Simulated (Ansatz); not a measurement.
`[OH][Sn]([OH])[F]`• → F• + 2 H• + 2 O• + Sn•  (atomization)

Computed with Ansatz on PBE0-D4/def2-TZVP structures; ΔE is electronic, products minus reactants. CCSD(T)/CBS is the MP2 limit (def2-TZVPP, def2-QZVPP) plus CCSD(T) − MP2 in def2-TZVPP, frozen cores. This one scheme is used for every species, atoms too. For atomizations the MP2-based limit and the directly extrapolated one differ by several kJ/mol either way, and by 10 to 25 for some Ge, Se and Sn compounds, so smaller differences from it don't rank the levels. DFT in def2-TZVPP. HSE06 is defined as in plane-wave codes. No spin–orbit coupling; open shells (•) take unrestricted orbitals. Spin–orbit coupling would lower the free atoms: a little for F, O; strongly for Sn. Elements past krypton have def2 core potentials. Bonds to Sn are less sure, by a few kJ/mol each and by 10 to 20 or more in all where they break to atoms, as the def2 sets lack core-valence functions. Each species was taken in one conformer, which may not be the lowest.

`[OH][Sn]([OH])[F]`•:

```xyz
6

O    -0.405    1.203    0.825
Sn    0.530    0.157   -0.555
O    -0.701   -1.291   -1.037
F     2.007   -0.708    0.328
H     0.189    1.645    1.439
H    -1.620   -1.006   -0.999
```

| level | ΔE (eV) |
| --- | --- |
| LDA (SPW92) | 24.64 |
| revPBE-D4 | 20.42 |
| r2SCAN0-D4 | 19.64 |
| HSE06-D4 | 20.11 |
| ωB97X-V | 20.54 |
| PBE0 | 20.01 |
| MP2/def2-QZVPP | 21.19 |
| HF/CBS(def2) | 12.73 |

(1) What does CCSD(T)/CBS give? (Best estimate.)

Largest T1 diagnostic among the species: 0.019.

Answers

(1) Ansatz gave: +20.76 eV. The listed levels differ from it by 3.88, -0.34, -1.12, -0.65, -0.22, -0.75, 0.43, -8.03 eV.

In def2-TZVPP, CCSD(T) changes the Hartree–Fock value by +7.22 eV (the triples alone add +0.54 eV) and MP2 by +8.01 eV; breaking electron pairs costs correlation energy, which Hartree–Fock lacks. From r2SCAN to r2SCAN0 (25 % exact exchange), in def2-TZVPP and without D4, ΔE moves by −1.01 eV: exact exchange takes away binding that semilocal exchange gives to molecules.
